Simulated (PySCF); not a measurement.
Low-lying terms of Br⁵⁺ (bromine, charge +5)

Ground state [Ar] 3d10 4s2, ¹S. Computed with PySCF 2.14 in aug-cc-pVDZ-PP with one added diffuse shell each of s, p, d type with ECP10MDF (6s5p4d, 41 functions), with scalar relativity through the core potential. Vertical excitation energies in eV without spin-orbit coupling; excited terms of each kind are numbered among those the solver found. Frozen: 3s2 3p6.

```csv
term,leading excitation,EOM-EE-CCSD
1 3P°,4s → p,13.163
1 1P°,4s → p,19.257
1 3D,4s → d,38.387
1 1D,4s → d,42.151
1 3S,4s → s,44.147
1 1S,4s → s,45.303
2 3P°,4s → p,50.274
2 1P°,4s → p,50.615
2 3D,4s → d,59.428
2 1D,4s → d,59.831
```

Only the lower part of the computed list is shown. Doubly excited terms such as np² are absent. The solver can miss terms.
